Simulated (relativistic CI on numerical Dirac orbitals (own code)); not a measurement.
## Radial parameters of Ho LXI

These numbers are calculated, not measured: Dirac-Coulomb-Breit CI, KLI orbitals optimised for each configuration, model QED, unscaled Slater integrals (own radial code, finite nucleus).

Slater integrals F^k, G^k are unscaled and averaged over j, outside the closed core 1s2; ζ comes from projecting the Hamiltonian with its Breit term on Σ l·s of the shell.

- 2s2 2p3: F^2(2p,2p) = 1.265e+06, ζ(2p) = 4.8856e+06 cm⁻¹; <r>(2p) = 0.07451, <r^2>(2p) = 0.006757 (bohr units).
- 2s 2p4: F^2(2p,2p) = 1.2636e+06, G^1(2s,2p) = 1.3562e+06, ζ(2p) = 4.8719e+06 cm⁻¹; <r>(2s) = 0.08473, <r^2>(2s) = 0.008506, <r>(2p) = 0.07459, <r^2>(2p) = 0.006771 (bohr units).
- 2p5: ζ(2p) = 4.8585e+06 cm⁻¹; <r>(2p) = 0.07469, <r^2>(2p) = 0.006792 (bohr units).

Averages of the first 10 configurations, taken without configuration mixing, which lowers the lowest level and can move excited configurations by several eV; other configurations of the list can lie among them:

| Configuration | Parity | States | Average energy above the lowest level (eV) |
| --- | --- | --- | --- |
| 2s2 2p3 | odd | 20 | 904.2 |
| 2s 2p4 | even | 30 | 1824.9 |
| 2p5 | odd | 6 | 2801.0 |
| 2p4 3s | even | 30 | 10233.9 |
| 2p4 3p | odd | 90 | 10496.3 |
| 2p4 3d | even | 150 | 10716.3 |
| 2s2 2p2 3s | even | 30 | 8404.7 |
| 2s2 2p2 3p | odd | 90 | 8677.0 |
| 2s2 2p2 3d | even | 150 | 8897.2 |
| 2s 2p3 3s | odd | 80 | 9291.4 |
